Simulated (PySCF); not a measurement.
Consider 2-mercaptopyridine, `S=c1cccc[nH]1` (C5H5NS). Atom numbers as in the mapped SMILES `[S:1]=[c:2]1[cH:3][cH:4][cH:5][cH:6][nH:7]1`. These are map numbers, not IUPAC locants.

Computed at PBE0-D3(BJ)/def2-TZVP // GFN2-xTB with PySCF (density fitting, grid level 2). Zero-point and thermal terms (298.15 K, 1 bar) come from unscaled GFN2-xTB harmonic frequencies, with soft modes damped to free rotors in the entropy.

(1) Rank these of its sites by proton affinity, highest first.
A. N7 (pyrrole-type nitrogen)
B. S1 (thiocarbonyl sulfur)
C. C3 (aromatic carbon)

Not ranked, since the method can't order them against a listed neighbour: C5 (809 kJ/mol).

(2) For C3 (aromatic carbon), what are ΔE (electronic) and ΔG(298 K) of removing the proton again?

(3) Of those listed, which site of protonation is favoured in 1,4-dioxane (IEF-PCM), and by how much?

Answers

(1) B (939 kJ/mol), C (811 kJ/mol), A (737 kJ/mol).

(2) ΔE = 831 and ΔG = 781 kJ/mol, beside ΔH = 811 kJ/mol. The protonated species is `S=C1CC=CC=[NH+]1`.

(3) S1 (thiocarbonyl sulfur), by 122 kJ/mol over C3 (aromatic carbon); the gas phase favours the same one.

Note: the order of C3 and C5 is undecided: the gaps lie inside the method's error (some 20 kJ/mol, one structure a species).
